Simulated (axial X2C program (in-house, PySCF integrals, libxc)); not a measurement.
HfI⁻: properties at the nuclei

Computed with an axial X2C code built on PySCF integrals: two-component X2C with atomic mean-field Coulomb and Gaunt terms, Gaussian nuclei, basis Hf dyall-acv3z, I dyall-acv3z with contracted cores.

R = 2.872 Å (near the PBE0 minimum at charge -1 of the determinant lowest at the starting distance; the state shown can have its own minimum elsewhere).

Determinant lowest in the PBE0 search, Ω = 2 (⟨Sz⟩ = -0.93, ⟨Lz⟩ = 2.93 at PBE0), spin on the atoms Hf -0.94, I 0.01:

```csv
level,Eeff magnitude (GV/cm),Ws magnitude Hf (kHz),A∥/gI Hf (MHz),qzz Hf (a.u.),A∥/gI I (MHz),qzz I (a.u.)
PBE0,6.24,2.49,465,-2.08,41.8,1.15
HF,49.9,24.4,27.7,-2.16,37.6,1.04
r2SCAN,3.39,1.07,182,-1.95,46,1.19
PBE,4.37,1.62,552,-1.55,49,1.27
B3LYP,3.79,1.52,514,-1.88,35.8,1.04
```

Eeff is the effective electric field on the electron electric dipole moment in this Ω state and Ws the scalar–pseudoscalar constant of the nucleus named (defined with the proton number Z and per Ω); A∥ (defined per Ω) follows by multiplying with gI = μI/(I μN); qzz is the electric field gradient, eQq0 = 234.96 MHz × Q/barn × qzz. The operators were transformed with the bare-nucleus X2C matrices; with these basis sets, hyperfine constants and field gradients can be off by tens of per cent, and where levels differ in sign neither size nor sign is settled.

Question: With Q(177Hf) = 3.365 barn, gI(127I) = 1.1253, Q(127I) = -0.68822 barn (g factors from the IAEA table of nuclear moments by Stone; Q from Pyykkö, Mol. Phys. 2018), turn the PBE0 values of the first state into constants in MHz.

Answer: eQq0(177Hf) = 234.96 × (3.365) × (-2.08) = -1640 MHz; A∥(127I) = 41.8 × 1.1253 = 47 MHz; eQq0(127I) = 234.96 × (-0.68822) × (1.15) = -186 MHz.

Each state is one determinant with collinear spin, which with several unpaired electrons need not be a pure state. Unrestricted Hartree–Fock can overshoot spin polarisation at the nuclei. For an anion, determinants above electron detachment, or with a positive highest level, are held by the basis set. With several open shells hyperfine constants can be off by a factor of several. Where Eeff spreads by more than a factor of two the levels disagree and none is to be relied on. Open-shell Ω = 0 determinants with evenly filled partner blocks cannot be reached by this program, so the Ω shown need not be the lowest component. At r2SCAN a later determinant lies lower. States lie within half an eV, so the first need not be the ground state. Further determinants of the search, some of them spin-mixed, are not shown. Where a field gradient or hyperfine factor spreads by more than a factor of two over the levels, a constant derived from it is not to be relied on.
